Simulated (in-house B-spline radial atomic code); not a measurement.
A fraction x of an electron is moved 4d → 4f in Gd III (Gd2+), starting from [Xe] 4f7 5d1 and keeping the highest spin. Level of theory: scalar-relativistic (X2C) TPSSh, spin-polarised, spherical fractional occupations, Fermi nucleus of rms radius 5.1569 fm; calculated with an all-electron radial atomic-structure program (B-spline basis).

Caution: exact exchange at fractional occupations of open shells leaves self-interaction of up to several eV.

```csv
x,E(x) - E(0) (eV),4d down level (eV),4f down level (eV)
0,0.0000,-159.025,-
0.125,17.8007,-159.150,-16.779
0.25,35.5927,-159.274,-16.972
0.375,?,?,?
0.5,71.1505,-159.514,-17.354
0.625,88.9161,-159.631,-17.543
0.75,106.6725,-159.745,-17.730
0.875,?,?,?
1,142.1579,-159.969,-18.101
```

Q: What belongs in the row x = 0.375?

A: An energy change of 53.3761 eV; 4d down at -159.395 eV, 4f down at -17.164 eV.

Q: What belongs in the row x = 0.875?

A: An energy change of 124.4199 eV; 4d down at -159.858 eV, 4f down at -17.916 eV.

Q: Check Janak's theorem between x = 0.125 and 0.25.

A: The slope of the energy is 142.34 eV; the orbital levels give 142.34 eV (ε of the receiving orbital less ε of the emptying one, averaged over the two points).
